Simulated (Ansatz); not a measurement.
H4SiSn, singlet, geometry from GFN2-xTB (such geometries of metal compounds can be far from the true shape) (core potentials on Sn); Ansatz (a first-principles code) with PBE/def2-TZVPD.

Input for Ansatz:
Ansatz 0.2 input:
```yaml
crystal:
  periodic: [false, false, false]
  atoms:
    - {symbol: Sn, position_ang: [-0.01314897, 0.51626189, 0.43865379]}
    - {symbol: H, position_ang: [-0.19382990, 1.61699216, -0.98692677]}
    - {symbol: Si, position_ang: [0.04815793, -1.52347214, -1.16865227]}
    - {symbol: H, position_ang: [1.02531636, -1.47334444, -2.26798772]}
    - {symbol: H, position_ang: [-1.23090294, -1.83467173, -1.83090667]}
    - {symbol: H, position_ang: [0.38265402, -2.79346032, -0.48573652]}
basis:
  gaussian:
    orbitals: def2-TZVPD
hamiltonian:
  xc: pbe
```

Problem. What does Ansatz print? Leave out banner, timings and long lists.

Solution. 
```
Functional definition: PBE
883 factors; their error is unknown
mean field evaluation 1: about -13767.0114 eV, gradient 2.2e1 eV
mean field evaluation 2: about -13763.5257 eV, gradient 3.7e1 eV
mean field evaluation 4: about -13769.1724 eV, gradient 1.9e0 eV
mean field evaluation 8: about -13769.1799 eV, gradient 4.4e-2 eV
mean field evaluation 16: about -13769.1677 eV, gradient 4.2e-5 eV
mean field -13769.16770162 eV, -506.0075799575 hartree, gradient 4.2e-5 eV, S^2 0.000000; 0 other end points of the search recorded, 0 dependent functions left out
reference -13769.16775081 eV, -506.0075817652 hartree; 20, 20 occupied and 115, 115 virtual orbitals, 883 factors
Total energy: -13769.16775081 eV, -506.0075817652 hartree
```
